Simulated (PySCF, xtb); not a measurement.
C₂H₄F₂Si₂, SMILES C#C[Si@H](F)[SiH2]F.

GFN2-xTB (xtb 6.7.1) at its own geometry gives an orbital gap of 4.20 eV and a dipole moment of 2.52 D.

Coordinates come from a B3LYP-D3(BJ)/def2-SVP optimisation. The structure was generated by enumeration; whether it is a known compound was not checked. The values are those of a single conformer.

### Question
What does ωB97X/def2-TZVP run with PySCF give? (The exact figures need the calculation; the answer reports its results.)

### Answer
gap 11.20 eV (levels -10.46 and 0.74 eV), dipole 2.18 D.
